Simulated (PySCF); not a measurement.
Spinor energies of Cd¹²⁺ (cadmium, charge +12)

Start: [Kr]. Calculated with PySCF 2.14 in an even-tempered Gaussian basis (18 s from 0.5 bohr⁻², ratio 2.8; 14 p from 0.65 bohr⁻², ratio 2.8; 9 d from 1.1 bohr⁻², ratio 2.8; 4 f from 5.4 bohr⁻², ratio 3): generalised Hartree-Fock with the X2C-1e Hamiltonian and a Gaussian nucleus; spin-orbit coupling (SO) screened by Boettger's factors.

```json
{"spinor shell": "1s1/2", "electrons": "2", "ε, screened SO (eV)": "-27111.0", "weight of nominal j (screened SO)": "1.000", "rms radius, screened SO (bohr)": "0.0348"}
{"spinor shell": "2s1/2", "electrons": "2", "ε, screened SO (eV)": "-4340.9", "weight of nominal j (screened SO)": "1.000", "rms radius, screened SO (bohr)": "0.143"}
{"spinor shell": "2p1/2", "electrons": "2", "ε, screened SO (eV)": "-4049.6", "weight of nominal j (screened SO)": "1.000", "rms radius, screened SO (bohr)": "0.124"}
{"spinor shell": "2p3/2", "electrons": "4", "ε, screened SO (eV)": "-3854.9", "weight of nominal j (screened SO)": "1.000", "rms radius, screened SO (bohr)": "0.128"}
{"spinor shell": "3s1/2", "electrons": "2", "ε, screened SO (eV)": "-1056.2", "weight of nominal j (screened SO)": "1.000", "rms radius, screened SO (bohr)": "0.380"}
{"spinor shell": "3p1/2", "electrons": "2", "ε, screened SO (eV)": "-938.05", "weight of nominal j (screened SO)": "1.000", "rms radius, screened SO (bohr)": "0.374"}
{"spinor shell": "3p3/2", "electrons": "4", "ε, screened SO (eV)": "-901.65", "weight of nominal j (screened SO)": "1.000", "rms radius, screened SO (bohr)": "0.385"}
{"spinor shell": "3d3/2", "electrons": "4", "ε, screened SO (eV)": "-694.41", "weight of nominal j (screened SO)": "1.000", "rms radius, screened SO (bohr)": "0.359"}
{"spinor shell": "3d5/2", "electrons": "6", "ε, screened SO (eV)": "-687.12", "weight of nominal j (screened SO)": "1.000", "rms radius, screened SO (bohr)": "0.362"}
{"spinor shell": "4s1/2", "electrons": "2", "ε, screened SO (eV)": "-358.94", "weight of nominal j (screened SO)": "1.000", "rms radius, screened SO (bohr)": "0.874"}
{"spinor shell": "4p1/2", "electrons": "2", "ε, screened SO (eV)": "-313.37", "weight of nominal j (screened SO)": "1.000", "rms radius, screened SO (bohr)": "0.903"}
```

Problem. Where does 4p3/2 lie, and what is the 4p spin-orbit splitting (screened SO)?

Solution. At -305.63 eV, 7.740 eV above 4p1/2.

```
   quantity  screened SO
E (hartree)  -5545.93601
        M_J            0
       ⟨J²⟩        0.000
       ⟨L²⟩        0.013
       ⟨S²⟩        0.013
```

Breit and QED terms are absent; they matter most for the inner s and p1/2 levels.

Densities and radii are taken from the X2C orbitals without a picture-change correction, which distorts them close to the nucleus.
